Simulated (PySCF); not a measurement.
Telling isomers of C₃H₁₁ClO₂Si₃ apart by NMR

PySCF 2.14.0 with density-fitted response routines calculation with σ from GIAO-PBE0/pcSseg-1 and coordinates at the GFN2-xTB level; a single conformation, relativity neglected, isolated molecule, one averaged value for each set of equivalent atoms.

Chemical shifts δ = σref − σ; TMS for ¹H (σref 31.72), ¹³C (σref 186.93), all at this level. Where no couplings were computed, multiplicities follow the n + 1 count of equivalent neighbours, and m marks all less simple cases (inequivalent or close neighbours, rings, F or P nearby). Shifts are as computed. Against solution values, carbons near 30 ppm lie about +3 ppm off and those near 130 ppm about +5 ppm. Of 1211 compounds with measured shifts, 218 miss one by over three times the rms of a fit or turn the order of signals round; such compounds aren't used in these exercises.

(1) Tabulate the signals of `CC(C)O[Si@@H]1O[SiH2][Si@@H]1Cl`, `CO[SiH2]/C=C(/O[SiH3])[SiH2]Cl`, `CC1(C)O[Si@@H](O[SiH3])[Si@@H]1Cl` and their relative energies.

(2) What is the quickest way to tell CC(C)O[Si@@H]1O[SiH2][Si@@H]1Cl from CO[SiH2]/C=C(/O[SiH3])[SiH2]Cl?

(3) What is the quickest way to tell CO[SiH2]/C=C(/O[SiH3])[SiH2]Cl from CC1(C)O[Si@@H](O[SiH3])[Si@@H]1Cl?

(4) What is the quickest way to tell CC(C)O[Si@@H]1O[SiH2][Si@@H]1Cl from CC1(C)O[Si@@H](O[SiH3])[Si@@H]1Cl?

Answers

(1) 
```json
{"SMILES": "CC(C)O[Si@@H]1O[SiH2][Si@@H]1Cl", "carbon types": "1×CH 2×CH3", "δC": "68.6, 30.2, 27.6", "δH": "6.19 (m, 1H), 5.89 (m, 1H), 5.72 (m, 1H), 5.69 (m, 1H), 4.45 (m, 1H), 1.41 (d, 3H), 1.37 (d, 3H)", "E rel. (kcal/mol)": "0.0"}
{"SMILES": "CO[SiH2]/C=C(/O[SiH3])[SiH2]Cl", "carbon types": "1×C 1×CH 1×CH3", "δC": "178.5, 110.5, 52.2", "δH": "5.29 (d, 2H), 5.22 (s, 2H), 4.92 (s, 3H), 4.84 (t, 1H), 3.76 (s, 3H)", "E rel. (kcal/mol)": "50.9"}
{"SMILES": "CC1(C)O[Si@@H](O[SiH3])[Si@@H]1Cl", "carbon types": "1×C 2×CH3", "δC": "81.0, 32.1, 30.9", "δH": "5.81 (m, 1H), 5.39 (m, 1H), 5.14 (s, 3H), 1.58 (s, 3H), 1.48 (s, 3H)", "E rel. (kcal/mol)": "3.1"}
```

Energies are electronic energies at PBE0/pcSseg-1 on these geometries, without zero-point or thermal terms, each for the one conformer computed, which needn't be the lowest.

(2) Both give the same number of carbon signals, but DEPT or the intensities differ. The first has an sp3 CH bonded to O at 68.6 ppm, the second an alkene carbon bearing oxygen (C) at 178.5 ppm. In the proton spectra the most deshielded non-exchanging signals are 6.19 (m, 1H) and 5.29 (d, 2H).

(3) Both give the same number of carbon signals, but DEPT or the intensities differ. The first has an alkene carbon bearing oxygen (C) at 178.5 ppm, the second a fully substituted sp3 carbon bonded to O and Si (C) at 81.0 ppm. In the proton spectra the most deshielded non-exchanging signals are 5.29 (d, 2H) and 5.81 (m, 1H).

(4) Both give the same number of carbon signals, but DEPT or the intensities differ. The first has an sp3 CH bonded to O at 68.6 ppm, the second a fully substituted sp3 carbon bonded to O and Si (C) at 81.0 ppm.
